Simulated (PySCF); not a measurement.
## Exercise with solution: chemical shift, span and skew from a shielding tensor

Si(H)2(SH)2 (H4S2Si), SMILES S[SiH2]S. Atoms are numbered in the order given.

```xyz
7

Si     0.0000     0.0000    -0.7886
S     -1.7956    -0.0521     0.3797
S      1.7956     0.0521     0.3797
H     -0.1006    -1.2126    -1.6254
H      0.1006     1.2126    -1.6254
H     -1.5167     1.0668     1.0712
H      1.5167    -1.0668     1.0712
```
Charge 0, spin multiplicity 1.

The structure is a stationary point at B3LYP-D3(BJ)/def2-TZVP. The values are those of a single conformer.

GIAO shieldings from PBE0/pcSseg-2 in PySCF, non-relativistic, no solvent. The symmetric part of the tensor of Si1 has the principal values 270.0, 398.1, 410.2 ppm. The same nucleus in TMS has σ = 341.9 ppm at this level (PySCF, at its B3LYP-D3(BJ)/def2-TZVP geometry).

### Question
Work out the isotropic shielding, the ²⁹Si shift against TMS, the span and the skew.

### Answer

σ(iso) = (σ11 + σ22 + σ33)/3 = 359.4 ppm. δ = σ(ref) − σ(iso) = 341.9 − (359.4) = -17.5 ppm.
Span Ω = σ33 − σ11 = 140.2 ppm. Skew κ = 3(σ(iso) − σ22)/Ω = -0.83. Tumbling in solution averages the tensor to δ; in a static solid the shielding alone would spread this spin-1/2 line over Ω.
